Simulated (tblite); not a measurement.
C3H10NSi2 (doublet state).
Atom-mapped SMILES: `[NH2:1][Si@@H:2]1[CH2:3][CH2:4][CH:5][SiH2:6]1` (hydrogens: H7, H8 on N1; H9 on Si2; H10, H11 on C3; H12, H13 on C4; H14 on C5; H15, H16 on Si6)

Computed with GFN2-xTB (tblite), gas phase: L-BFGS steps from a force-field or distance-geometry start until the largest atomic force falls under 0.01 eV/Å.

Step 60: E = -484.8332 eV
```
atom  x, y, z in Å  |  force x, y, z in eV/Å
N1      2.4637    0.0338   -0.4600    0.011  -0.021  -0.097
Si2     1.1387    0.0597    0.6532   -0.037  -0.122   0.002
C3     -0.0518   -1.3588    0.1429   -0.034   0.067  -0.028
C4     -1.3015   -0.8224   -0.5701   -0.096   0.008  -0.008
C5     -1.7492    0.5093   -0.0895    0.087  -0.001   0.007
Si6    -0.4841    1.6907    0.5724   -0.073   0.122   0.034
H7      2.2942   -0.2520   -1.4131    0.022   0.069   0.066
H8      3.1198    0.7983   -0.4442   -0.012  -0.048  -0.016
H9      1.7609   -0.2802    1.9406    0.036   0.031   0.014
H10    -0.3782   -1.8670    1.0502    0.026  -0.013   0.011
H11     0.4294   -2.1109   -0.4815    0.006  -0.002   0.030
H12    -1.0969   -0.7418   -1.6495    0.074   0.013   0.000
H13    -2.1248   -1.5442   -0.4937    0.014  -0.016   0.027
H14    -2.7838    0.7643   -0.2536   -0.068  -0.029  -0.046
H15    -0.9493    2.2941    1.8345    0.029  -0.020  -0.041
H16    -0.2945    2.8362   -0.3500    0.016  -0.040   0.047
```

Step 61: E = -484.8354 eV
```
atom  x, y, z in Å  |  force x, y, z in eV/Å
N1      2.4594    0.0333   -0.4696    0.016  -0.016  -0.069
Si2     1.1383    0.0609    0.6488   -0.021  -0.118   0.020
C3     -0.0532   -1.3601    0.1489   -0.035   0.068  -0.031
C4     -1.2966   -0.8225   -0.5737   -0.092   0.006   0.007
C5     -1.7448    0.5093   -0.0956    0.038   0.013   0.020
Si6    -0.4888    1.6916    0.5782   -0.018   0.080   0.017
H7      2.2839   -0.2272   -1.4281    0.013   0.060   0.047
H8      3.1358    0.7794   -0.4367   -0.027  -0.046  -0.014
H9      1.7667   -0.2816    1.9330    0.037   0.040   0.007
H10    -0.3852   -1.8560    1.0621    0.024   0.005  -0.014
H11     0.4252   -2.1236   -0.4640    0.007   0.015   0.024
H12    -1.0897   -0.7417   -1.6528    0.090  -0.005   0.012
H13    -2.1218   -1.5403   -0.4973   -0.009  -0.049   0.013
H14    -2.7804    0.7614   -0.2600   -0.063  -0.026  -0.049
H15    -0.9561    2.2913    1.8402    0.022  -0.015  -0.029
H16    -0.3003    2.8347   -0.3449    0.019  -0.012   0.040
```

Step 62: E = -484.8372 eV
```
atom  x, y, z in Å  |  force x, y, z in eV/Å
N1      2.4572    0.0304   -0.4776    0.012  -0.008  -0.104
Si2     1.1379    0.0600    0.6449    0.011  -0.062   0.013
C3     -0.0559   -1.3593    0.1535   -0.025   0.025  -0.012
C4     -1.2945   -0.8235   -0.5769   -0.051   0.006   0.019
C5     -1.7399    0.5092   -0.1019   -0.038   0.032   0.016
Si6    -0.4924    1.6942    0.5805    0.049  -0.002   0.004
H7      2.2731   -0.1957   -1.4447    0.019   0.067   0.103
H8      3.1536    0.7579   -0.4251   -0.059  -0.064  -0.012
H9      1.7740   -0.2838    1.9255    0.033   0.045  -0.001
H10    -0.3918   -1.8425    1.0730    0.018   0.012  -0.031
H11     0.4197   -2.1344   -0.4473    0.008   0.028   0.015
H12    -1.0829   -0.7456   -1.6557    0.078  -0.017   0.026
H13    -2.1197   -1.5395   -0.4966   -0.033  -0.059  -0.011
H14    -2.7761    0.7600   -0.2675   -0.057  -0.020  -0.049
H15    -0.9606    2.2841    1.8443    0.010   0.001  -0.003
H16    -0.3094    2.8375   -0.3399    0.025   0.017   0.026
```

Step 63: E = -484.8375 eV
```
atom  x, y, z in Å  |  force x, y, z in eV/Å
N1      2.4483    0.0306   -0.4867   -0.090  -0.097   0.101
Si2     1.1365    0.0565    0.6466    0.048   0.013   0.001
C3     -0.0597   -1.3585    0.1609   -0.005  -0.022   0.008
C4     -1.2878   -0.8199   -0.5841    0.003  -0.001   0.034
C5     -1.7365    0.5096   -0.1051   -0.098   0.036   0.016
Si6    -0.4957    1.6959    0.5866    0.106  -0.091  -0.013
H7      2.2656   -0.1927   -1.4487   -0.064  -0.016  -0.122
H8      3.1444    0.7515   -0.4397    0.095   0.104   0.043
H9      1.7832   -0.2853    1.9227    0.028   0.042  -0.008
H10    -0.4039   -1.8307    1.0836    0.003   0.021  -0.041
H11     0.4151   -2.1443   -0.4267    0.005   0.037   0.003
H12    -1.0551   -0.7342   -1.6579    0.051  -0.029   0.029
H13    -2.1113   -1.5375   -0.5163   -0.059  -0.063  -0.038
H14    -2.7772    0.7496   -0.2600   -0.046  -0.003  -0.043
H15    -0.9676    2.2839    1.8472   -0.005   0.015   0.026
H16    -0.3059    2.8345   -0.3339    0.027   0.053   0.004
```

Q: Estimate the geometry and energy of step 64. (The exact step hangs on the optimiser's Hessian estimate; all steps are aligned on step 63, rigid shifts and turns removed.)

A: E = -484.8393 eV, largest force 0.136 eV/Å
```
atom  x, y, z in Å  |  force x, y, z in eV/Å
N1      2.4523    0.0259   -0.4888   -0.007  -0.006  -0.032
Si2     1.1385    0.0559    0.6426    0.045   0.042  -0.018
C3     -0.0606   -1.3567    0.1601   -0.005  -0.045   0.024
C4     -1.2920   -0.8230   -0.5813    0.012  -0.001   0.023
C5     -1.7359    0.5101   -0.1080   -0.103   0.026   0.001
Si6    -0.4941    1.6964    0.5828    0.094  -0.098  -0.008
H7      2.2598   -0.1623   -1.4610   -0.009   0.037   0.049
H8      3.1659    0.7345   -0.4192   -0.046  -0.040   0.006
H9      1.7849   -0.2862    1.9180    0.033   0.043  -0.001
H10    -0.4019   -1.8238    1.0860    0.000   0.006  -0.026
H11     0.4124   -2.1458   -0.4241    0.007   0.035  -0.005
H12    -1.0638   -0.7461   -1.6573    0.035  -0.022   0.038
H13    -2.1152   -1.5415   -0.5038   -0.045  -0.034  -0.042
H14    -2.7739    0.7560   -0.2723   -0.045  -0.004  -0.044
H15    -0.9673    2.2744    1.8481    0.001   0.019   0.024
H16    -0.3166    2.8412   -0.3332    0.034   0.044   0.011
```

The energy changes by -0.0017 eV. The first-order estimate −F·Δx gives -0.0029 eV and the mean of the old and new forces, exact on a quadratic surface, -0.0017 eV. The step makes an angle of 82° with the force vector and moves no atom by more than 0.034 Å.

What follows is the cost of the whole relaxation. Time: 0.78 s of wall time. Hardware: Arm Neoverse V2, one thread (shared host).
